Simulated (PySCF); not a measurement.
C₂H₁₅NSi₄.
Numbering: `[CH3:1][SiH2:2][SiH:3]([NH:4][SiH3:5])[SiH2:6][CH3:7]` (hydrogens: H8, H9, H10 on C1; H11, H12 on Si2; H13 on Si3; H14 on N4; H15, H16, H17 on Si5; H18, H19 on Si6; H20, H21, H22 on C7)

Cartesian coordinates in Å at the GFN2-xTB level; atoms count from 1:
```xyz
22
C2H15NSi4 angstrom
C     -1.1264    2.9680   -0.1602
Si     0.1891    1.7130   -0.7195
Si     0.4848   -0.0477    0.7739
N     -1.0558   -0.3479    1.5569
Si    -2.5691   -0.8100    0.8696
Si     1.3441   -2.0296   -0.0864
C      2.7929   -1.5993   -1.2399
H     -1.2761    3.7611   -0.8882
H     -0.8452    3.4331    0.7806
H     -2.0812    2.4735   -0.0049
H     -0.1965    1.2432   -2.0638
H      1.4433    2.4601   -0.9286
H      1.2963    0.3970    1.9356
H     -0.9953   -0.5125    2.5482
H     -2.6875   -2.2666    0.7261
H     -3.6164   -0.3133    1.7653
H     -2.6263   -0.1766   -0.4470
H      1.8616   -3.0016    0.8960
H      0.3703   -2.8022   -0.8786
H      3.1849   -2.4819   -1.7352
H      3.6110   -1.1432   -0.6901
H      2.4872   -0.8971   -2.0106
```

Computed at PBE0/pcSseg-1 (PySCF, non-relativistic), with Q(14N) = 0.02044 b: N4, 14N (I = 1): χzz = -3.809 MHz, η = 0.380.

(1) Where would the pure quadrupole (NQR) lines of 14N at N4 fall for the rigid, isolated species?

## Answers

(1) From ν± = (3/4)|χ|(1 ± η/3) and ν0 = |χ|η/2: ν+ 3.219 MHz, ν− 2.495 MHz, ν0 0.724 MHz (nitrogen bridging silicon atoms).

In a crystal, neighbours and librations shift these lines. GFN2-xTB bond lengths can be off by several hundredths of an ångström, more for odd bonds, and the gradients follow them. These gradients aren't converged with respect to the basis.

One conformer stands for the species.
